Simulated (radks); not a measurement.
Neutral vanadium inside a hard spherical wall (all orbitals vanish at R), configuration held at [Ar] 3d3 4s2 and not refilled when levels cross. Calculated with a radial shooting solver on a logarithmic mesh with Libxc functionals: non-relativistic Kohn-Sham, r2SCAN, spin-polarised, spherical densities, point nucleus; open shells are filled with parallel spins first; meta-GGA in the generalised Kohn-Sham scheme. Eigenvalues in eV for spin up, with the zero of energy where the potential of the charges vanishes at infinity; a dash marks a level that is unbound or too diffuse for the functional's potential to be trusted. A positive occupied level is held by the wall or, in an anion where self-interaction has pushed it up, behind a barrier. The pressure on the wall is -dE/dV.

| R (bohr) | E (hartree) | kinetic (hartree) | e(3s) | e(3p) | e(3d) | e(4s) | e(4p, empty) | e(5s, empty) | pressure (GPa) |
|---|---|---|---|---|---|---|---|---|---|
| free | -943.82372 | 943.004 | -73.025 | -46.648 | -6.444 | -5.120 | -1.376 | - | 0 |
| 20 | -943.82372 | 943.004 | -73.025 | -46.648 | -6.444 | -5.120 | -1.376 | - | < 0.0001 |
| 15 | -943.82371 | 943.004 | -73.025 | -46.648 | -6.444 | -5.120 | -1.375 | 1.327 | < 0.0001 |
| 6 | -943.76889 | 943.295 | -71.428 | -45.059 | -4.949 | -3.643 | 0.975 | 14.061 | 3.81 |
| 3.5 | -942.87389 | 946.337 | -63.122 | -36.952 | 3.082 | 10.323 | 19.163 | 72.334 | 237 |
| 2.5 | -939.70407 | 956.270 | -49.377 | -23.191 | 18.782 | 49.754 | 63.742 | 188.45 | 2620 |
| 2 | -933.37665 | 975.196 | -30.657 | -3.378 | 41.655 | 115.45 | 132.13 | 347.75 | 12500 |
